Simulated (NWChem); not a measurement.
System: BeH2; SMILES [BeH2]

Input file for NWChem:

```
start job
memory heap 200 mb stack 900 mb global 1100 mb
geometry units angstroms noautosym nocenter noautoz
  Be     0.000000     0.000000     0.000000
  H      0.000000     0.000000     1.338991
  H      0.000000     0.000000    -1.338991
end
basis spherical
  Be library pcsseg-2
  H library pcsseg-2
end
dft
  xc hfexch
  iterations 150
end
property
  shielding 2 1 2
end
task dft property
```

NWChem printed, in part:

```
             Northwest Computational Chemistry Package (NWChem) 7.3.0
             --------------------------------------------------------

                             Geometry "geometry" -> ""
                             -------------------------

 Output coordinates in angstroms (scale by  1.889725989 to convert to a.u.)

  No.       Tag          Charge          X              Y              Z
 ---- ---------------- ---------- -------------- -------------- --------------
    1 Be                   4.0000     0.00000000     0.00000000     0.00000000
    2 H                    1.0000     0.00000000     0.00000000     1.33899100
    3 H                    1.0000     0.00000000     0.00000000    -1.33899100

 Effective nuclear repulsion energy (a.u.)       3.3592508213

  xc_inp: hfexch multiplicative factor not found.
                              NWChem Property Module
                              ----------------------

  itol2e modified to match energy
  convergence criterion.

                                 NWChem DFT Module
                                 -----------------

 Summary of "ao basis" -> "ao basis" (spherical)
 ------------------------------------------------------------------------------
       Tag                 Description            Shells   Functions and Types
 ---------------- ------------------------------  ------  ---------------------
 Be                         pcsseg-2                 9       21   4s4p1d
 H                          pcsseg-2                 6       14   3s2p1d

  itol2e modified to match energy
  convergence criterion.

            General Information
            -------------------
          SCF calculation type: DFT
          Wavefunction type:  closed shell.
          No. of atoms     :     3
          No. of electrons :     6
           Alpha electrons :     3
            Beta electrons :     3
          Charge           :     0
          Spin multiplicity:     1
          Use of symmetry is: off; symmetry adaption is: off
          Maximum number of iterations: 150
          AO basis - number of functions:    49
                     number of shells:    21
          Convergence on energy requested:  1.00D-07
          Convergence on density requested:  1.00D-05
          Convergence on gradient requested:  5.00D-04

              XC Information
              --------------
                     Hartree-Fock (Exact) Exchange  1.000

      Superposition of Atomic Density Guess
      -------------------------------------

 Sum of atomic energies:         -15.56993319

      Non-variational initial energy
      ------------------------------

 Total energy =     -15.619863
 1-e energy   =     -26.521615
 2-e energy   =       7.542502
 HOMO         =      -0.352808
 LUMO         =       0.032032

   convergence    iter        energy       DeltaE   RMS-Dens  Diis-err
 ---------------- ----- ----------------- --------- --------- ---------
 d= 0,ls=0.0,diis     1    -15.7552988791 -1.91D+01  4.53D-03  4.14D-02
 d= 0,ls=0.0,diis     2    -15.7688039675 -1.35D-02  1.89D-03  3.10D-03
 d= 0,ls=0.0,diis     3    -15.7699798490 -1.18D-03  1.77D-04  1.42D-05
 d= 0,ls=0.0,diis     4    -15.7699856734 -5.82D-06  3.07D-05  1.48D-07
 d= 0,ls=0.0,diis     5    -15.7699857275 -5.41D-08  2.77D-06  7.58D-10

[...]

          -----------------------------------------
          Chemical Shielding Tensors (GIAO, in ppm)
          -----------------------------------------

                                NWChem CPHF Module
                                ------------------

  scftype          =     RHF
  nclosed          =        3
  nopen            =        0
  variables        =      138
  # of vectors     =        3
  tolerance        = 0.10D-03
  level shift      = 0.00D+00
  max iterations   =       50
  max subspace     =       30

 SCF residual:    2.7555867432798997E-006

Iterative solution of linear equations
  No. of variables      138
  No. of equations        3
  Maximum subspace       30
        Iterations       50
       Convergence  1.0D-04

   iter   nsub   residual    time
   ----  ------  --------  ---------
     1      3    9.69D-01       1.8
     2      6    9.82D-02       1.9
     3      9    1.43D-02       2.1
     4     12    6.76D-04       2.2
     5     15    5.32D-05       2.4

      Atom:    1  Be
        Diamagnetic
    142.5841      0.0000     -0.0000
      0.0000    142.5841      0.0000
     -0.0000      0.0000    149.0079

        Paramagnetic
    -85.7322     -0.0000     -0.0000
     -0.0000    -85.7322      0.0000
     -0.0000      0.0000     -0.0000

        Total Shielding Tensor
     56.8519     -0.0000     -0.0000
     -0.0000     56.8519      0.0000
     -0.0000      0.0000    149.0079

           isotropic =      87.5706
          anisotropy =      92.1560

          Principal Components and Axis System
                 1           2           3
              149.0079     56.8519     56.8519

      1        -0.0000      1.0000     -0.0000
      2         0.0000     -0.0000      1.0000
      3         1.0000     -0.0000      0.0000

      Atom:    2  H
        Diamagnetic
     27.1389      0.0000      0.0000
      0.0000     27.1389      0.0000
      0.0000      0.0000     31.0099

        Paramagnetic
     -0.2524     -0.0000     -0.0000
     -0.0000     -0.2524      0.0000
     -0.0000      0.0000     -0.0000

        Total Shielding Tensor
     26.8866     -0.0000     -0.0000
     -0.0000     26.8866      0.0000
     -0.0000      0.0000     31.0099

           isotropic =      28.2610
          anisotropy =       4.1233

          Principal Components and Axis System
                 1           2           3
               31.0099     26.8866     26.8866

      1        -0.0000      1.0000     -0.0000
      2         0.0000     -0.0000      1.0000
      3         1.0000     -0.0000      0.0000
```

Level: Hartree-Fock/pcSseg-2, GIAO. All runs use the structure optimised with PBE0/def2-SVP. The printed shielding anisotropy is the first printed principal value minus the mean of the other two.
